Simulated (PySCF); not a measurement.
A GIAO shielding run with PySCF (density fitting, non-relativistic, gas phase) on SMILES [SiH3]C1=C[SiH2][C@H]1CCCl, C5H11ClSi2:

```
$ OMP_NUM_THREADS=1 python probes_run.py task.json out

{"job": {"kind": "nmr", "xc": "PBE0", "basis": "pcSseg-1"}, "charge": 0, "multiplicity": 1}
Si    -2.150605    -1.691520    -0.288740
C     -1.314329    -0.012856    -0.213438
C     -1.824930     1.206511     0.033315
Si    -0.182072     2.119336    -0.091704
C      0.166739     0.247220    -0.433448
C      1.077236    -0.511846     0.521028
C      2.530233    -0.092961     0.383967
Cl     3.168073    -0.497301    -1.232751
H     -1.749279    -2.365574    -1.526171
H     -3.602476    -1.509138    -0.249487
H     -1.721666    -2.490749     0.865259
H     -2.860822     1.442137     0.220858
H      0.040595     3.054171    -1.191793
H      0.391613     2.632222     1.155124
H      0.458299     0.004332    -1.457996
H      0.989153    -1.588176     0.346168
H      0.769870    -0.315151     1.552214
H      3.166930    -0.607828     1.103750
H      2.637635     0.986420     0.496386
```

Hardware: 1 thread of an Arm Neoverse N1, shared host. The job also computes population analyses, field gradients, ring-centre shieldings.

Q: How large is the calculation?

A: 86 electrons, 212 basis functions and 1168 auxiliary functions.

Q: How long does it take, and how much memory does it need?

A: 83 s of wall time, with 14 SCF cycles and 5 response iterations; peak memory 0.95 GiB. Times on a shared host scatter by some tens of per cent.
